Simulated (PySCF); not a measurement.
H2BeO2 (SMILES [OH][Be][OH]), singlet, at a GFN2-xTB geometry (such geometries of metal compounds can be far from the true shape); SVWN5/6-31+G*, polarisability in PySCF.

The PySCF input:
```python
from pyscf import gto, scf, dft
from pyscf.prop import polarizability

mol = gto.M(
    atom='''
Be    0.000984   -0.012223   -0.002060
O     1.016366    0.231914   -0.911399
H     1.700050    0.445902   -1.518987
O    -1.015826   -0.238629    0.910267
H    -1.708308   -0.343285    1.536281
''',
    basis='6-31+g*',
    charge=0,
    spin=0,
    verbose=4,
)

mf = dft.RKS(mol)
mf.xc = 'lda,vwn'
mf.kernel()
alpha = mf.Polarizability().polarizability()[2, 2]
print('alpha_zz =', alpha)
```

Task: Predict the main parts of the log of this PySCF run.

Result: 
```
site-packages/pyscf/prop/efg/rhf.py:45: UserWarning: Module EFG is under testing
  warnings.warn('Module EFG is under testing')
site-packages/pyscf/prop/efg/dhf.py:30: UserWarning: Module EFG is under testing
  warnings.warn('Module EFG is under testing')
site-packages/pyscf/prop/zfs/uhf.py:40: UserWarning: Module ZFS is under testing
  warnings.warn('Module ZFS is under testing')
site-packages/pyscf/prop/gtensor/uhf.py:43: UserWarning: Module g-tensor is under testing
  warnings.warn('Module g-tensor is under testing')
site-packages/pyscf/prop/gtensor/uks.py:41: UserWarning: Module g-tensor is under testing
  warnings.warn('Module g-tensor is under testing')
site-packages/pyscf/prop/hfc/uks.py:35: UserWarning: Module HFC is under testing
  warnings.warn('Module HFC is under testing')
site-packages/pyscf/prop/magnetizability/rhf.py:39: UserWarning: Module magnetizability is under testing
  warnings.warn('Module magnetizability is under testing')
site-packages/pyscf/prop/magnetizability/uhf.py:37: UserWarning: Module magnetizability is under testing
  warnings.warn('Module magnetizability is under testing')
site-packages/pyscf/prop/magnetizability/rks.py:37: UserWarning: Module magnetizability is under testing
  warnings.warn('Module magnetizability is under testing')
site-packages/pyscf/prop/magnetizability/uks.py:39: UserWarning: Module magnetizability is under testing
  warnings.warn('Module magnetizability is under testing')
site-packages/pyscf/prop/polarizability/uhf.py:34: UserWarning: Module polarizability is under testing
  warnings.warn('Module polarizability is under testing')
site-packages/pyscf/prop/polarizability/rks.py:29: UserWarning: Module polarizability is under testing
  warnings.warn('Module polarizability is under testing')
site-packages/pyscf/prop/polarizability/uks.py:29: UserWarning: Module polarizability is under testing
  warnings.warn('Module polarizability is under testing')
PySCF version 2.14.0

[INPUT] verbose = 4
[INPUT] num. atoms = 5
[INPUT] num. electrons = 22
[INPUT] charge = 0
[INPUT] spin (= nelec alpha-beta = 2S) = 0
[INPUT] symmetry False subgroup None
[INPUT] Mole.unit = angstrom
[INPUT] Symbol           X                Y                Z      unit          X                Y                Z       unit  Magmom
[...]
nuclear repulsion = 49.9198723506761
number of shells = 28
number of NR pGTOs = 101
number of NR cGTOs = 58
basis = 6-31+g*
ecp = {}

******** <class 'pyscf.dft.rks.RKS'> ********
method = RKS
initial guess = minao
damping factor = 0
level_shift factor = 0
DIIS = <class 'pyscf.scf.diis.CDIIS'>
diis_start_cycle = 1
diis_space = 8
diis_damp = 0
SCF conv_tol = 1e-09
SCF conv_tol_grad = None
SCF max_cycles = 50
direct_scf = True
direct_scf_tol = 1e-13
XC library pyscf.dft.libxc version 7.1.2
    S. Lehtola, C. Steigemann, M. J. T. Oliveira, and M. A. L. Marques,  SoftwareX 7, 1–5 (2018)
XC functionals = lda,vwn
    P. A. M. Dirac,  Math. Proc. Cambridge Philos. Soc. 26, 376 (1930)
    F. Bloch,  Z. Phys. 57, 545 (1929)
    S. H. Vosko, L. Wilk, and M. Nusair,  Can. J. Phys. 58, 1200 (1980)
radial grids:
    Treutler-Ahlrichs [JCP 102, 346 (1995); DOI:10.1063/1.469408] (M4) radial grids

becke partition: Becke, JCP 88, 2547 (1988); DOI:10.1063/1.454033
pruning grids: <function nwchem_prune>
grids dens level: 3
symmetrized grids: False
atomic radii adjust function: <function treutler_atomic_radii_adjust>
small_rho_cutoff = 0
Set gradient conv threshold to 3.16228e-05
Initial guess from minao.
tot grids = 61504
init E= -165.343696526552
[...]
cycle= 1 E= -164.951625973584  delta_E= 0.392  |g|= 1.17  |ddm|= 2.91
[...]
cycle= 2 E= -163.765988025873  delta_E= 1.19  |g|= 2.65  |ddm|= 3.86
[...]
cycle= 3 E= -165.211280219775  delta_E= -1.45  |g|= 0.138  |ddm|= 3.25
[...]
cycle= 4 E= -165.215479486036  delta_E= -0.0042  |g|= 0.051  |ddm|= 0.373
[...]
cycle= 5 E= -165.216158048056  delta_E= -0.000679  |g|= 0.00587  |ddm|= 0.0797
[...]
cycle= 6 E= -165.216164557033  delta_E= -6.51e-06  |g|= 0.00101  |ddm|= 0.00805
[...]
cycle= 7 E= -165.216164761851  delta_E= -2.05e-07  |g|= 9.89e-05  |ddm|= 0.000797
[...]
cycle= 8 E= -165.216164763618  delta_E= -1.77e-09  |g|= 1.96e-05  |ddm|= 8.76e-05
[...]
cycle= 9 E= -165.216164763677  delta_E= -5.91e-11  |g|= 9.01e-06  |ddm|= 1.5e-05
[...]
Extra cycle  E= -165.216164763614  delta_E= 6.32e-11  |g|= 2.03e-05  |ddm|= 2.01e-05
converged SCF energy = -165.216164763614
Isotropic polarizability 19.7501316142
Polarizability anisotropy 6.51620483478
alpha_zz = 21.14014560943329
```
